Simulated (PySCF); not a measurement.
## Sc (scandium, neutral): B3LYP calculation

Configuration: [Ar] 3d1 4s2, 2D determinant. Computed with PySCF 2.14 in def2-TZVP, with the non-relativistic Hamiltonian (point nucleus).

* Total energy: -760.630 hartree
* One-electron energy: -1040.520 hartree
* Hartree (Coulomb) energy: 318.841 hartree
* Exchange-correlation energy: -38.951 hartree
* Kinetic energy: 759.41235 hartree
* ⟨S²⟩: 0.8214
* ⟨L²⟩: 6.245
* Sum of ⟨r⟩: 21.13 bohr
* Sum of ⟨r²⟩: 49.84 bohr²
* Traceless quadrupole moment −½Σ⟨3z² − r²⟩ along its main axis: 0.159 e·bohr²
* Density at the nucleus (Gaussians lack the cusp): 6010 bohr⁻³
* Spin density at the nucleus: 0.0909 bohr⁻³
* Langevin diamagnetic susceptibility: -39.5 ×10⁻⁶ cm³/mol
* Time after the integrals: 1.8 s of wall time on 1 thread of Neoverse-N1 (shared host)

```csv
shell,electrons,mean orbital energy (eV),spread (eV),"rms radius, mean of both spins (bohr)"
1s α,1,-4400.7,0,0.0852
1s β,1,-4400.7,0,0.0852
2s α,1,-479.76,0,0.375
2s β,1,-479.54,0,0.375
2p α,3,-396.01,0.250,0.342
2p β,3,-395.82,0.465,0.342
3s α,1,-57.770,0,1.16
3s β,1,-56.960,0,1.16
3p α,3,-35.805,0.156,1.27
3p β,3,-34.929,1.137,1.27
3d α,1,-4.996,0,2.07
4s α,1,-4.641,0,4.01
4s β,1,-4.487,0,4.01
```

⟨S²⟩ = 0.82 against 0.75 shows spin contamination.
